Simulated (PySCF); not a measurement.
FH₂MoNOS, multiplicity 1. Atoms are numbered in the order given.

```xyz
7

Mo    -0.0771     0.2001     0.0540
O      0.8598     1.3470     0.8451
S      0.9158    -1.6811    -0.0069
F     -1.7326     0.0200     0.8823
N     -0.3064     0.7972    -1.7527
H     -0.1720     1.7702    -2.0266
H     -0.3801     0.1876    -2.5656
```

Coordinates come from a B3LYP-D3(BJ)/def2-SVP optimisation. The spin state was assumed, not searched. The structure was generated by enumeration; whether it is a known compound was not checked. The def2 effective core potentials stand for the cores of Mo; spin–orbit coupling is left out. Other conformers were not sampled.

Calculation: B3LYP-D3(BJ)/def2-SVP (PySCF).

Frequencies are harmonic and unscaled.

```json
[
 {"mode": "1", "ν (cm⁻¹)": "185", "IR (km/mol)": "4.1", "moving atoms (share of kinetic energy)": "F 34 %, S 31 %, N 17 %, Mo 11 %"},
 {"mode": "2", "ν (cm⁻¹)": "201", "IR (km/mol)": "2.1", "moving atoms (share of kinetic energy)": "F 46 %, N 31 %, H 10 %, Mo 9 %"},
 {"mode": "3", "ν (cm⁻¹)": "207", "IR (km/mol)": "0.9", "moving atoms (share of kinetic energy)": "S 23 %, N 22 %, Mo 20 %, F 20 %, H 10 %"},
 {"mode": "4", "ν (cm⁻¹)": "237", "IR (km/mol)": "7.9", "moving atoms (share of kinetic energy)": "O 54 %, F 11 %, Mo 11 %, H 11 %, N 11 %"},
 {"mode": "5", "ν (cm⁻¹)": "270", "IR (km/mol)": "0.3", "moving atoms (share of kinetic energy)": "O 62 %, S 15 %, Mo 9 %"},
 {"mode": "6", "ν (cm⁻¹)": "382", "IR (km/mol)": "4.3", "moving atoms (share of kinetic energy)": "H 89 %"},
 {"mode": "7", "ν (cm⁻¹)": "531", "IR (km/mol)": "171.0", "moving atoms (share of kinetic energy)": "H 76 %, N 23 %"},
 {"mode": "8", "ν (cm⁻¹)": "567", "IR (km/mol)": "31.2", "moving atoms (share of kinetic energy)": "S 67 %, Mo 22 %"},
 {"mode": "9", "ν (cm⁻¹)": "666", "IR (km/mol)": "11.6", "moving atoms (share of kinetic energy)": "H 77 %, N 16 %"},
 {"mode": "10", "ν (cm⁻¹)": "695", "IR (km/mol)": "130.2", "moving atoms (share of kinetic energy)": "F 75 %, Mo 18 %"},
 {"mode": "11", "ν (cm⁻¹)": "732", "IR (km/mol)": "91.6", "moving atoms (share of kinetic energy)": "N 65 %, Mo 19 %, H 13 %"},
 {"mode": "12", "ν (cm⁻¹)": "1038", "IR (km/mol)": "160.3", "moving atoms (share of kinetic energy)": "O 85 %, Mo 15 %"},
 {"mode": "13", "ν (cm⁻¹)": "1498", "IR (km/mol)": "34.8", "moving atoms (share of kinetic energy)": "H 89 %, N 11 %"},
 {"mode": "14", "ν (cm⁻¹)": "3528", "IR (km/mol)": "142.6", "moving atoms (share of kinetic energy)": "H 96 %"},
 {"mode": "15", "ν (cm⁻¹)": "3630", "IR (km/mol)": "57.2", "moving atoms (share of kinetic energy)": "H 91 %, N 9 %"}
]
```
